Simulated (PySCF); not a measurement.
1,1-dibromo-1-chloroethane (C2H3Br2Cl), SMILES CC(Cl)(Br)Br. Atoms are numbered in the order given.

```xyz
8

C     -1.8282     0.7201     0.0000
C     -0.3402     0.4338     0.0000
Cl     0.5856     1.9639     0.0000
Br     0.1374    -0.6099    -1.6031
Br     0.1374    -0.6099     1.6031
H     -2.0871     1.3012     0.8968
H     -2.3923    -0.2224     0.0000
H     -2.0871     1.3012    -0.8968
```

Coordinates come from a B3LYP-D3(BJ)/def2-SVP optimisation.

Two levels are set side by side: PBE/pcSseg-1 (PySCF) and KT2/pcSseg-1 (PySCF). GIAO shifts against HCl (³⁵Cl), TMS (¹H), TMS (¹³C) at the same level; non-relativistic, no solvent, atoms listed together averaged. Without spin–orbit terms, shifts of atoms bonded to Cl or Br come out too high at both levels. Differences are taken from unrounded values.

```json
[
 {"quantity": "δ(¹³C) of C1 (ppm)", "PBE": "58.1"},
 {"quantity": "δ(¹³C) of C2 (ppm)", "PBE": "140.0"},
 {"quantity": "δ(³⁵Cl) of Cl3 (ppm)", "PBE": "579.6"}
]
```

Task: These are the PBE values. What does KT2 give? (Estimate from the structure and the level; the computed values follow.)

Result: 
```
quantity                KT2  PBE minus KT2
--------------------  -----  -------------
δ(¹³C) of C1 (ppm)     59.8           -1.7
δ(¹³C) of C2 (ppm)    134.9            5.1
δ(³⁵Cl) of Cl3 (ppm)  579.4            0.2
```

Rough cost on one machine, each run with all the roots and properties that it gave: KT2 against PBE within a factor of 2.
